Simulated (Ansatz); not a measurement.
`CN[SiH2][GaH2]` + HI → `[GaH2][I]` + `CN[SiH3]` at 600 K and 1 bar (cleavage of the Ga–Si bond).

Isolated molecules relaxed with PBE0-D4/def2-TZVP in Ansatz; ΔE leaves out vibrations. CBS: MP2 limit from def2 TZ/QZ plus the TZ coupled-cluster correction, frozen cores. Elements past krypton have def2 core potentials. For Ga, I outer-core shells are correlated without core-valence functions, which leaves a few kJ/mol of doubt a bond. Scalar relativity is left out up to krypton. Each species was taken in one conformer, which may not be the lowest.

```csv
species,CCSD(T)/CBS energy (Eh),H − E (kJ/mol),S (J/(mol·K))
`CN[SiH2][GaH2]`,-2310.57822,291.4,477.5
HI,-298.03592,31.6,227.0
`[GaH2][I]`,-2222.61527,67.0,325.9
`CN[SiH3]`,-386.04948,257.3,374.7
```

H − E and S are ideal-gas, rigid-rotor, harmonic terms from PBE0-D4/def2-TZVP, for one conformer and one mirror image of each species. 1 Eh = 2625.50 kJ/mol, R = 8.31446 J/(mol·K).

Question: By hand: ΔE, ΔH, ΔS and ΔG.

Answer: ΔE = (-2222.61527) + (-386.04948) − (-2310.57822) − (-298.03592) = -0.05061 Eh = -132.9 kJ/mol. Δ(H − E) = 67.0 + 257.3 − 291.4 − 31.6 = 1.3, so ΔH = -131.6 kJ/mol. ΔS = 325.9 + 374.7 − 477.5 − 227.0 = -3.9 J/(mol·K). ΔG = -131.6 − 600 × (-3.9)/1000 = -129.3 kJ/mol.

Question: By hand: the equilibrium constant, and the temperature at which ΔG would vanish if ΔH and ΔS stayed fixed.

Answer: log₁₀ K = −ΔG/(RT ln 10) = 11.3. ΔG = 0 at ΔH/ΔS = 33744 K, far beyond where these terms or the molecules hold.

The number of gas molecules stays the same, so ΔS is small and ΔH decides. A doubt of 5 kJ/mol in ΔE shifts log₁₀ K by 0.4 here. Other conformers and mirror images would add mixing entropy, several J/(mol·K) or more a flexible species. These are equilibria of isolated gas molecules and say nothing of rates. Largest T1 diagnostic: 0.012 (customary marks: 0.02 for closed shells, 0.045 for open ones).
